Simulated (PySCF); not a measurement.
Species: C6H9BF2.
SMILES with atom numbers: `[CH3:1][C@:2]12[CH2:3][C@:4]([B:5]([F:6])[F:7])([CH2:8]1)[CH2:9]2`

Definitions: NICS(0) = −σiso at the ring centroid; NICS(1) = −σiso and NICS(1)zz = −σzz at ±1 Å along the ring normal z. Level: GIAO KT3/pcSseg-1 (PySCF, non-relativistic, gas phase) on the PBE0-D3(BJ)/def2-SVP geometry, one conformer.

Ring bond lengths (Å): C2–C3 1.547, C3–C4 1.557, C4–C8 1.559, C8–C2 1.548; C2–C3 1.547, C3–C4 1.557, C4–C9 1.548, C9–C2 1.549.

Q: What do the NICS probes read (ppm)?

A: 
```json
{"ring": "C2–C3–C4–C8", "type": "4-membered carbocycle; formal bonds all single", "NICS(0)": "-10.2", "NICS(1), two faces": "-3.8 / -28.8", "NICS(1)zz, two faces": "-2.1 / -19.6", "rms pucker (Å)": "0.31", "centre to ring atoms, mean (Å)": "1.05"}
{"ring": "C2–C3–C4–C9", "type": "4-membered carbocycle; formal bonds all single", "NICS(0)": "-10.6", "NICS(1), two faces": "-4.0 / -27.9", "NICS(1)zz, two faces": "-2.8 / -17.8", "rms pucker (Å)": "0.30", "centre to ring atoms, mean (Å)": "1.05"}
```

Q: What can be read from them?

A: 
- C2–C3–C4–C8: mean NICS(1)zz -10.9 ppm, shielded. C2, C3, C4, C8 have four or more neighbours, so the value isn't read as a sign of a π ring current. The two faces differ by 17.5 ppm, so no symmetry operation interchanges them. NICS(0) lies 6 ppm above the mean NICS(1).
- C2–C3–C4–C9: mean NICS(1)zz -10.3 ppm, shielded. C2, C3, C4, C9 have four or more neighbours, and the NICS criterion for π rings isn't applied. The two faces differ by 15.0 ppm, so no symmetry operation interchanges them. NICS(0) lies 5 ppm above the mean NICS(1).

Q: What are the shieldings of the ring atoms and their hydrogens in the same run (means over atoms taken as equivalent)?

A: 
```tsv
atoms	environment	σ isotropic (ppm)
C2	sp3 carbon at a ring junction	137.1
C3 (×3)	four-membered-ring carbon	128.1
C4	sp3 carbon bound to boron	157.4
H on C3 (×6)	methylene hydrogen	29.61
```

Q: How do the values depend on the level or the medium?

A: 
```json
{"level": "KT3/pcSseg-1, gas", "NICS(0), C2–C3–C4–C8": "-10.2", "mean NICS(1)zz, C2–C3–C4–C8": "-10.9", "NICS(0), C2–C3–C4–C9": "-10.6", "mean NICS(1)zz, C2–C3–C4–C9": "-10.3"}
{"level": "PBE0/pcSseg-1, gas", "NICS(0), C2–C3–C4–C8": "-10.5", "mean NICS(1)zz, C2–C3–C4–C8": "-11.6", "NICS(0), C2–C3–C4–C9": "-10.8", "mean NICS(1)zz, C2–C3–C4–C9": "-11.0"}
```

The geometry is the same throughout.

Shape of the structure used: `[CH3:1][C@:2]12[CH2:3][C@:4]([B:5]([F:6])[F:7])([CH2:8]1)[CH2:9]2`: C3–C4–B5–F6 -54°.
